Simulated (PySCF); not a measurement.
**Bonding in `COC(=S)[C@H](F)OC`**

Species: C4H7FO2S.
Atom-mapped SMILES: `[CH3:1][O:2][C:3](=[S:4])[C@H:5]([F:6])[O:7][CH3:8]` (hydrogens: H9, H10, H11 on C1; H12 on C5; H13, H14, H15 on C8)

Geometry (GFN2-xTB, Å), atoms numbered from 1 in this order:
```
atom  x, y, z in Å
C1    -2.8763    0.1504   -0.0290
O2    -1.5324   -0.0548    0.3644
C3    -0.6742   -0.4191   -0.5575
S4    -1.0067   -0.6595   -2.1289
C5     0.7427   -0.5756   -0.0319
F6     0.7208   -1.2945    1.1532
O7     1.2653    0.6694    0.1762
C8     2.6527    0.6779    0.4769
H9    -3.4168    0.4330    0.8709
H10   -3.2904   -0.7664   -0.4569
H11   -2.9339    0.9423   -0.7800
H12    1.3413   -1.1843   -0.7333
H13    2.9294    1.7249    0.5676
H14    3.2238    0.2078   -0.3301
H15    2.8502    0.1565    1.4167
```

Bond orders from the PBE0/pcSseg-1 density (PySCF). The structure is a single GFN2-xTB conformer in the gas phase; no vibrational or solvent corrections.

Question: Where do the orders between heavy atoms depart from those drawn in the SMILES?

Answer: The largest departure is 0.235, at C3–S4 (drawn double, 1.765). Drawn single, order above 1.12: O2–C3 (1.191). Drawn single, order below 0.88: C1–O2 (0.862).

Question: Set the Mayer orders of the bonds beside their lengths.

Answer: 
```json
{"bond": "C1–O2", "drawn as": "single", "length (Å)": "1.415", "Mayer order": "0.862"}
{"bond": "O2–C3", "drawn as": "single", "length (Å)": "1.311", "Mayer order": "1.191"}
{"bond": "C3–S4", "drawn as": "double", "length (Å)": "1.624", "Mayer order": "1.765"}
{"bond": "C3–C5", "drawn as": "single", "length (Å)": "1.519", "Mayer order": "0.891"}
{"bond": "C5–F6", "drawn as": "single", "length (Å)": "1.386", "Mayer order": "0.903"}
{"bond": "C5–O7", "drawn as": "single", "length (Å)": "1.366", "Mayer order": "1.047"}
{"bond": "O7–C8", "drawn as": "single", "length (Å)": "1.420", "Mayer order": "0.888"}
{"bond": "C1–H9", "drawn as": "single", "length (Å)": "1.087", "Mayer order": "0.963"}
{"bond": "C1–H10", "drawn as": "single", "length (Å)": "1.093", "Mayer order": "0.953"}
{"bond": "C1–H11", "drawn as": "single", "length (Å)": "1.093", "Mayer order": "0.954"}
{"bond": "C5–H12", "drawn as": "single", "length (Å)": "1.105", "Mayer order": "0.946"}
{"bond": "C8–H13", "drawn as": "single", "length (Å)": "1.087", "Mayer order": "0.972"}
{"bond": "C8–H14", "drawn as": "single", "length (Å)": "1.095", "Mayer order": "0.960"}
{"bond": "C8–H15", "drawn as": "single", "length (Å)": "1.093", "Mayer order": "0.961"}
```

Bonds between the same two heavy elements. C–O: lowest C1–O2 (0.862, 1.415 Å), highest O2–C3 (1.191, 1.311 Å); in 1 of the 6 pairs the longer bond (by over 0.003 Å) has the higher order (by 0.02 or more).

Question: Sum the orders of all bonds at each heavy atom with more than one neighbour and set the sums beside the valence in the SMILES.

Answer: C1 3.732 (drawn 4), O2 2.053 (drawn 2), C3 3.847 (drawn 4), C5 3.787 (drawn 4), O7 1.935 (drawn 2), C8 3.781 (drawn 4). Orders between atoms that aren't bonded are not in these sums.

The Mayer order sums products of elements of PS (density times overlap matrix) between the two atoms' basis functions, so it depends on the basis set.
